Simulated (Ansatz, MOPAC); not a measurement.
System: CH6NSi (charge 0, doublet). SMILES: CN[SiH2]

Atoms: C1, N2, Si3, H4, H5, H6, H7, H8, H9. Bonds: C1-N2, C1-H4, C1-H5, C1-H6, N2-Si3, N2-H7, Si3-H8, Si3-H9.

Bond lengths (Å) and angles (degrees) optimised at PM3 with MOPAC; PM6 with MOPAC; HF/6-31G* with Ansatz (a quantum-chemistry and plane-wave program); MP2/6-31G* with Ansatz, each started from the B3LYP-D3(BJ)/def2-TZVP structure (Ansatz) of the last column. A row stands for all coordinates that are equal there; 11 of 20 kinds are shown. 6-31G* holds six Cartesian d functions. No wavenumbers were computed at MP2/6-31G*, so these may be saddle points.

| coordinate | PM3 | PM6 | HF/6-31G* | MP2/6-31G* | B3LYP-D3(BJ)/def2-TZVP |
|---|---|---|---|---|---|
| C1-N2 | 1.461 | 1.480 | 1.449 | 1.459 | 1.454 |
| C1-H4 | 1.100 | 1.105 | 1.085 | 1.094 | 1.093 |
| C1-H5 | 1.099 | 1.105 | 1.084 | 1.093 | 1.091 |
| C1-H6 | 1.101 | 1.105 | 1.088 | 1.098 | 1.096 |
| N2-Si3 | 1.755 | 1.734 | 1.724 | 1.739 | 1.728 |
| N2-H7 | 0.997 | 1.022 | 0.998 | 1.015 | 1.010 |
| Si3-H8 | 1.492 | 1.480 | 1.481 | 1.491 | 1.492 |
| Si3-H9 | 1.493 | 1.479 | 1.482 | 1.491 | 1.493 |
| C1-N2-Si3 | 117.6 | 125.8 | 124.9 | 123.1 | 124.8 |
| N2-C1-H4 | 109.7 | 110.9 | 110.6 | 110.1 | 110.7 |
| N2-C1-H5 | 109.5 | 111.5 | 109.6 | 108.9 | 109.4 |

Mean signed difference of all 8 bond lengths from B3LYP-D3(BJ)/def2-TZVP: PM3 0.005 Å, PM6 0.007 Å, HF/6-31G* -0.008 Å, MP2/6-31G* 0.003 Å.
